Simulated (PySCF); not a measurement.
# Nb: ionisation energy

Nb [Kr] 4d4 5s1 (6D) → Nb⁺ [Kr] 4d4 (5D), as a difference of total energies. Calculation: PySCF 2.14, in x2c-TZVPPall with one added diffuse shell each of s, p, d, f type (9s7p7d3f1g, 95 functions); the spin-free X2C one-electron Hamiltonian (Gaussian nucleus). Correlated levels: valence: [Kr] frozen; valence and next inner shell: [Ar] 3d10 frozen. The calculations carry no spin-orbit coupling.

Order these methods by the ionisation energy they give, lowest first.
A. MP2 (valence and next inner shell)
B. PBE0
C. MP2 (valence)
D. PBE

C (6.448 eV), A (6.779 eV), B (6.886 eV), D (7.108 eV).

A first-order spin-orbit estimate (lowest level to lowest level, LS coupling) adds -0.013 eV.

Errors of the correlated levels include the incompleteness of this basis and the frozen core.

For comparison: 6.759 eV (measured; NIST Atomic Spectra Database, ionization energies).
